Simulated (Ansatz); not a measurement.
`[F][Sn]([F])([Cl])[Br]` → Cl• + `[F][Sn]([F])[Br]`• at 700 K and 1 bar (homolysis of the Cl–Sn bond).

Program: Ansatz. Geometries: PBE0-D4/def2-TZVP. ΔE: electronic, gas phase. CBS: MP2 limit from def2 TZ/QZ plus the TZ coupled-cluster correction, frozen cores. This one scheme is used for every species, atoms too. No spin–orbit coupling; open shells (•) take unrestricted orbitals. Spin–orbit coupling would lower the free atoms: a little for Cl. Elements past krypton have def2 core potentials. Bonds to Br, Sn are less sure, by a few kJ/mol each and by 10 to 20 or more in all where they break to atoms, as the def2 sets lack core-valence functions. Scalar relativity is left out up to krypton.

```json
{"species": "`[F][Sn]([F])([Cl])[Br]`", "CCSD(T)/CBS energy (Eh)": "-3446.86348", "H − E (kJ/mol)": "78.1", "S (J/(mol·K))": "464.2"}
{"species": "Cl•", "CCSD(T)/CBS energy (Eh)": "-459.70966", "H − E (kJ/mol)": "14.6", "S (J/(mol·K))": "186.0"}
{"species": "`[F][Sn]([F])[Br]`•", "CCSD(T)/CBS energy (Eh)": "-2987.01357", "H − E (kJ/mol)": "60.0", "S (J/(mol·K))": "415.6"}
```

H − E and S are ideal-gas, rigid-rotor, harmonic terms from PBE0-D4/def2-TZVP, with the whole ground term of open shells counted as degenerate. 1 Eh = 2625.50 kJ/mol, R = 8.31446 J/(mol·K).

Q: By hand: ΔE, ΔH, ΔS and ΔG.

A: ΔE = (-459.70966) + (-2987.01357) − (-3446.86348) = 0.14025 Eh = 368.2 kJ/mol. Δ(H − E) = 14.6 + 60.0 − 78.1 = -3.5, so ΔH = 364.7 kJ/mol. ΔS = 186.0 + 415.6 − 464.2 = 137.4 J/(mol·K). ΔG = 364.7 − 700 × (137.4)/1000 = 268.5 kJ/mol.

Q: By hand: the equilibrium constant, and the temperature at which ΔG would vanish if ΔH and ΔS stayed fixed.

A: log₁₀ K = −ΔG/(RT ln 10) = -20.0. ΔG = 0 at ΔH/ΔS = 2654 K, far beyond where these terms or the molecules hold.

The number of gas molecules changes by +1, which sets the sign of ΔS. A doubt of 5 kJ/mol in ΔE shifts log₁₀ K by 0.4 here. These are equilibria of isolated gas molecules and say nothing of rates. Largest T1 diagnostic: 0.016 (customary marks: 0.02 for closed shells, 0.045 for open ones).
